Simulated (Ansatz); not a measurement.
Cd₇⁺, relaxed as a doublet with UKS PBE/def2-SVP in Ansatz, starting from the GFN1-xTB geometry. Force threshold 0.02 eV/Å.

In the def2 sets Cd takes a core potential; there is no spin–orbit coupling. The relaxation made no stability test and no search for a lower SCF solution. Another isomer (doublet) lies 0.05 eV lower at PBE0/def2-TZVP; other spin states weren't run for this one.

Start:

```tsv
atom	x (Å)	y (Å)	z (Å)
Cd1	-2.658	1.013	-1.089
Cd2	1.010	-2.380	-1.635
Cd3	-1.290	1.755	1.551
Cd4	-0.105	0.290	-2.629
Cd5	-0.423	-0.881	2.854
Cd6	2.015	-1.372	1.067
Cd7	1.451	1.574	-0.119
```

```tsv
step	energy (eV)	largest force component (eV/Å)	SCF passes
1	-31947.1778	0.101	19
2	-31947.2079	0.074	20
3	-31947.2570	0.033	20
4	-31947.2830	0.024	20
5	-31947.3026	0.013	21
6	-31947.3062	0.015	20
7	-31947.3075	0.015	20
8	-31947.3136	0.045	19
9	-31947.3175	0.060	20
10	-31947.3226	0.098	22
11	-31947.3403	0.019	21
```

Force components are those of the run's own axes.

End:

Cartesian coordinates in Å:
```
Cd -2.456 1.846 -1.352
Cd 1.743 -2.101 -1.958
Cd -1.717 1.216 1.524
Cd -0.493 -0.136 -2.562
Cd 0.216 -0.284 3.334
Cd 1.537 -1.806 1.054
Cd 1.170 1.265 -0.040
```

By distances, no bond broke or formed. The bond that changes most is Cd4–Cd7, from 3.22 to 3.33 Å (atoms count from 1).

The force fell under the threshold at step 5, but the optimiser went on and released 0.038 eV more. No frequencies were taken in this run, so the end may be a saddle point.

Hardware: 4 threads of Arm Neoverse V2 on a shared host. Wall time 73 s.
